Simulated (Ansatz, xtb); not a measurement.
## F2GaH2Si+: where a starting geometry ends

The starting geometry of this gas-phase singlet has its atoms placed at random.

```yaml
atoms:
  - { symbol: F, position_ang: [-0.2123, -0.9836, 1.2760] }
  - { symbol: F, position_ang: [0.7515, 1.0661, 0.4142] }
  - { symbol: Ga, position_ang: [-0.7686, 0.8813, 0.7687] }
  - { symbol: Si, position_ang: [1.0941, -0.9588, 0.0577] }
  - { symbol: H, position_ang: [-0.6785, 1.0008, -1.2550] }
  - { symbol: H, position_ang: [0.8635, 1.9000, 0.1599] }
```

One run relaxed it with r2SCAN-D4/def2-SVP. What is a likely outcome?

It ends as a structure given below by its coordinates. Distances that change by over a tenth: F1–Ga3 (2.01 → 2.22 Å), Ga3–Si4 (2.71 → 3.07 Å). Contacts that open: F2–Ga3 (1.57 → 3.36 Å). Contacts that close: Si4–H5 (2.95 → 1.60 Å).

The energy falls by 7.82 eV over 16 steps:

```tsv
step	E − E(last) (eV)
1	7.817
3	2.647
4	1.610
6	0.306
8	0.094
9	0.072
11	0.016
13	0.003
14	0.002
16	0.000
```

Final geometry (Å):

```yaml
atoms:
  - { symbol: F, position_ang: [-0.1061, -0.6300, 1.1783] }
  - { symbol: F, position_ang: [1.0953, 1.5623, 0.3075] }
  - { symbol: Ga, position_ang: [-2.0250, 0.3913, 0.7108] }
  - { symbol: Si, position_ang: [0.7273, -0.4794, -0.3196] }
  - { symbol: H, position_ang: [-0.6110, 0.1762, -0.8963] }
  - { symbol: H, position_ang: [1.9694, 1.8855, 0.4407] }
```

From the same start GFN2-xTB reaches the same bonding as this run.

From so rough a start the end depends on the optimiser's path, so another program may land elsewhere. The end wasn't checked by frequencies. Run with Ansatz 0.2.0, 19 s on 2 threads of Intel(R) Xeon(R) 6975P-C (Granite Rapids), on a shared host.
